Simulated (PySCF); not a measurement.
## Deuteron quadrupole couplings in `C/C=C(/[SiH3])CF`

Species: C4H9FSi.
SMILES with atom numbers: `[CH3:1]/[CH:2]=[C:3](/[SiH3:4])[CH2:5][F:6]` (hydrogens: H7, H8, H9 on C1; H10 on C2; H11, H12, H13 on Si4; H14, H15 on C5)

Structure used (GFN2-xTB), in Å, numbered top down from 1:
```xyz
15
C4H9FSi angstrom
C      2.1584    0.1164   -0.3522
C      0.7336    0.5245   -0.5417
C     -0.3326    0.0425    0.0891
Si    -2.0933    0.6358   -0.2616
C     -0.2142   -1.0286    1.1317
F     -1.4542   -1.3384    1.6465
H      2.2784   -0.6057    0.4501
H      2.5404   -0.3218   -1.2750
H      2.7670    0.9933   -0.1317
H      0.5865    1.2957   -1.2865
H     -2.8950   -0.4972   -0.7217
H     -2.6627    1.2134    0.9548
H     -2.0008    1.6520   -1.3136
H      0.1863   -1.9632    0.7200
H      0.3978   -0.7106    1.9849
```

Level: PBE0/pcSseg-1 (PySCF, non-relativistic); Q(2H) = 0.00286 b; rigid geometry, the same for H and D, with no vibrational averaging.

Task: Rank these positions by the coupling χzz of a deuteron there, largest first.
A. H8 (methyl hydrogen)
B. H12 (Si–H hydrogen)
C. H15 (methylene hydrogen)
D. H7 (methyl hydrogen)

Result: D (213 kHz), A (208 kHz), C (192 kHz), B (110 kHz).

Task: What are Vzz, η and χzz (234.96 MHz × Q × Vzz) at all hydrogens?

Result: 
```
atom  bonded to  bond length (Å)  Vzz (au)     η  χzz (kHz)
  H7         C1            1.086    0.3164  0.04        213
  H8         C1            1.091    0.3098  0.02        208
  H9         C1            1.090    0.3105  0.02        209
 H10         C2            1.082    0.3215  0.07        216
 H11        Si4            1.462    0.1640  0.02        110
 H12        Si4            1.462    0.1643  0.02        110
 H13        Si4            1.466    0.1612  0.02        108
 H14         C5            1.097    0.2855  0.08        192
 H15         C5            1.097    0.2855  0.08        192
```

Task: Average by the element that carries the hydrogen.

Result: on C: 205 kHz over 6 positions, mean bond length 1.090 Å; on Si: 110 kHz over 3 positions, mean bond length 1.463 Å.

Task: How does χzz go with the bond length over the 6 C–H bonds?

Result: A straight-line fit has a slope of -17.1 kHz for each 0.01 Å, with a correlation coefficient of -0.97, over lengths from 1.082 to 1.097 Å. The longer bonds have the smaller couplings here.

Task: A static deuteron (I = 1) shows a doublet split by (3/2)χ, (3/4)χ(1 + η) and (3/4)χ(1 − η) with the field along z, y and x of the gradient. What are these for H7?

Result: With |χ| = 212.6 kHz and η = 0.038: 319, 165 and 153 kHz, to first order and without motion.

The structure is a single GFN2-xTB conformer in the gas phase; no vibrational or solvent corrections. GFN2-xTB bond lengths can be off by several hundredths of an ångström, more for odd bonds, and the gradients follow them. The small basis limits the accuracy of the gradients.
